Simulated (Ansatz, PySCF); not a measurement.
Si(Cl)(OH)(SH)2 (ClH3OS2Si), SMILES O[Si](S)(S)Cl. Atoms are numbered in the order given.

```xyz
8

O     -0.1960     0.2234     1.9103
Si     0.0053     0.0469     0.2767
S      0.2116     1.8612    -0.8324
S      1.7632    -1.1294     0.0346
Cl    -1.7107    -0.8173    -0.5110
H     -1.0444     0.5817     2.2036
H      1.3596     2.2110    -0.2036
H      1.5386    -1.8413     1.1650
```

Geometry: B3LYP-D3(BJ)/def2-SVP. The structure was generated by enumeration, and PubChem lists no compound with its InChIKey, so it may never have been made. The values are those of a single conformer.

Two levels are set side by side: PBE-D3(BJ)/def2-SVP (Ansatz, a first-principles code) and B3LYP-D3(BJ)/def2-SVP (Ansatz). Each level has its own optimised geometry; the coordinates shown are those of the second. Frequencies come from the Hessian of PySCF at each geometry. Differences are taken from unrounded values.

| quantity | B3LYP-D3(BJ) | PBE-D3(BJ) | PBE-D3(BJ) minus B3LYP-D3(BJ) |
|---|---|---|---|
| mean bond length (Å) | 1.668 | 1.676 | 0.008 |
| bond O1–Si2 (Å) | 1.655 | 1.670 | 0.015 |
| bond Si2–S3 (Å) | 2.136 | 2.141 | 0.005 |
| bond Si2–S4 (Å) | 2.129 | 2.134 | 0.005 |
| bond Si2–Cl5 (Å) | 2.076 | 2.082 | 0.006 |
| bond O1–H6 (Å) | 0.967 | 0.975 | 0.009 |
| bond S3–H7 (Å) | 1.355 | 1.364 | 0.010 |
| bond S4–H8 (Å) | 1.355 | 1.364 | 0.010 |
| highest harmonic wavenumber (cm⁻¹) | 3848 | 3735 | -112 |
| mean harmonic wavenumber (cm⁻¹) | 873 | 850 | -23 |
| zero-point energy (kcal/mol) | 22.45 | 21.87 | -0.59 |

Exact exchange shortens and stiffens bonds; PBE has none. Differences between two approximate levels are no errors against the true value.
